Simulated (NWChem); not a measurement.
Species: BHOICl; SMILES OB(Cl)I

```xyz
5

B      0.4874    -0.9734     0.0000
Cl    -0.7001    -2.2769     0.0000
I     -0.1407     1.0662     0.0000
O      1.7999    -1.2243     0.0000
H      2.0104    -2.1670     0.0000
```
Atoms are numbered in this order, from 1.

Results from NWChem. All runs use the structure optimised with PBE0/def2-SVP. def2 effective core potentials on I; no spin-orbit coupling. Static field.

**Question.** Among these, which level gives the lowest value of “isotropic polarisability (bohr³)”?
A. B3LYP/def2-SVPD
B. Hartree-Fock/def2-SVPD
C. PBE/def2-SVPD

**Answer.** B, Hartree-Fock/def2-SVPD. Values: Hartree-Fock/def2-SVPD 61.9; B3LYP/def2-SVPD 67.6; PBE/def2-SVPD 69.8
